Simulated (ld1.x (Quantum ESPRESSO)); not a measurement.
# u(r) = r·R(r): atom against pseudo-atom (N)

Columns: radius, all-electron u(r) and pseudo u(r) of the 2p shell (level -7.25 eV) of nitrogen in the configuration [He] 2s2 2p3; LDA (PZ), non-relativistic, PAW scheme, ld1.x (Quantum ESPRESSO) 7.5.

```
r (bohr)  all-electron  pseudo
   0.145        0.1333  0.0114
   0.290        0.3489  0.0445
   0.435        0.5330  0.0964
   0.580        0.6618  0.1625
   0.725        0.7385  0.2369
   0.870        0.7733  0.3134
   1.015        0.7776  0.3858
   1.160        0.7610  0.4486
   1.305        0.7309  0.4977
   1.450        0.6927  0.5304
   1.595        0.6501  0.5460
   1.740        0.6057  0.5451
   1.885        0.5612  0.5301
   2.030        0.5176  0.5044
   2.175        0.4758  0.4715
   2.320        0.4361  0.4353
   2.465        0.3987  0.3987
   2.610        0.3638  0.3638
   2.755        0.3314  0.3314
   2.900        0.3015  0.3015
   3.045        0.2738  0.2738
   3.190        0.2485  0.2485
   3.335        0.2252  0.2252
   3.480        0.2040  0.2040
   3.625        0.1846  0.1846
   3.770        0.1669  0.1669
```

Task: How many radial nodes do the two functions have?

Result: The all-electron 2p function has n − l − 1 = 0; the pseudo-wave has 0.

Task: At about which radius was the pseudo-wave matched?

Result: 2.65 bohr. The columns agree to 0.0005 from 2.46 bohr on; several derivatives are matched, so the curves merge somewhat inside the radius.

Task: Is the pseudo-wave norm-conserving?

Result: No, it belongs to a PAW set: the norm inside the radius is not constrained, and the difference is carried by the augmentation charge.
